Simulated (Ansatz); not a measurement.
`N[Si]([SiH3])(Cl)Cl`, relaxed with RKS PBE0-D4/def2-TZVP in Ansatz from a PBE-D4/def2-SVP geometry. The force threshold is 0.005 eV/Å; the program also tests the step.

Charge 0, multiplicity 1.

Start:

```xyz
10

N     0.453   -1.077   -1.537
Si   -0.477   -0.593   -0.172
Si    0.189    1.250    1.119
Cl   -2.388   -0.138   -0.882
Cl   -0.513   -2.226    1.131
H     1.323   -1.600   -1.427
H     0.401   -0.571   -2.423
H     0.234    2.484    0.256
H     1.562    1.006    1.688
H    -0.783    1.466    2.246
```

Problem. How much energy does the relaxation release, and in how many steps? (Estimate.)

Solution. The calculation gave: 7.85 kJ/mol, in 30 steps, 3 of them rejected.

Problem. Which bonds change most? (Estimate.)

Solution. Computed: Si2–Cl4 from 2.089 to 2.052 Å; N1–Si2 from 1.721 to 1.698 Å; Si3–H8 from 1.506 to 1.485 Å; Si3–H10 from 1.504 to 1.484 Å.

Problem. Give the relaxed structure. (Best estimate.)

Solution. Ansatz gave: 
```xyz
10

N     0.524   -0.830   -1.513
Si   -0.515   -0.538   -0.201
Si    0.234    1.224    1.130
Cl   -2.353   -0.131   -1.019
Cl   -0.774   -2.170    1.044
H     1.502   -1.010   -1.353
H     0.183   -1.314   -2.329
H     0.231    2.487    0.348
H     1.621    0.927    1.580
H    -0.652    1.356    2.314
```
